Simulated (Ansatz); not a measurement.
A made-up structure of MgAlH3O2, closed shell:

O1  (-2.693, -1.310, -0.777)
Mg2  (-1.155, -0.565, -0.354)
O3  (0.392, 0.193, 0.141)
Al4  (1.833, 0.902, 0.608)
H5  (-3.402, -1.693, -1.274)
H6  (1.927, 1.651, 2.006)
H7  (-0.671, -1.789, -1.462)
(Å)

It is relaxed with PBE-D4/def2-SVP and then PBE0-D4/def2-TZVP (Ansatz 0.2.0). Atoms count as bonded within 1.22 times the sum of their covalent radii (H–H: 0.88 Å). The end point is not checked to be a true minimum.

Problem. Does its bonding change? (A judgement: the text doesn't fix the answer.)

Solution. By the calculation: Yes. Formed: Al4–H7; broken: Mg2–H7.

Where it ends: The first stage lowers the energy by 3.88 eV in 37 steps. It ends as MgAlH₃O₂ ([OH][Mg][O][AlH2]):
```csv
atom,x (Å),y (Å),z (Å)
O1,-3.5102,-0.9106,-0.8317
Mg2,-1.8159,-0.6183,-0.4568
O3,-0.1073,-0.2640,-0.0422
Al4,1.4874,0.0612,0.3414
H5,-4.3038,-1.3056,-1.1647
H6,1.8508,1.3647,1.1750
H7,2.6297,-0.9377,-0.1318
```

Labels in which every atom is bracketed show which atoms are joined, not bond orders.

For scale, one of the runs: PBE0-D4/def2-TZVP relaxation, 149 basis functions, launched by `ansatz run in.yaml --threads 2 --pin off --events-out ev --progress --plain --max-ram 4352MiB`. The run took about 31 s on 2 CPU threads of an Arm Neoverse V1 (shared host).
